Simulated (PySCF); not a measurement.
**Correlation energy of Fe²⁺ (iron, charge +2)**

[Ar] 3d5 4s1, high-spin 7S determinant (an excited configuration). All numbers are calculated (PySCF 2.14, scalar relativity by spin-free X2C-1e, in x2c-TZVPPall). Frozen: [Ne]; 14 electrons correlated.

```csv
level,correlation energy (mhartree)
CCSD,-399.62
(T),-6.52
CCSD(T),-406.14
```

Diagnostics: T1 = 0.0058, D1 = 0.0189, largest double amplitude 0.025.

**Question.** Is a single reference adequate?

**Answer.** Yes: T1 lies below 0.03 and no double amplitude reaches 0.07.

This basis was not built for core-valence correlation, so the inner-shell part is incomplete.
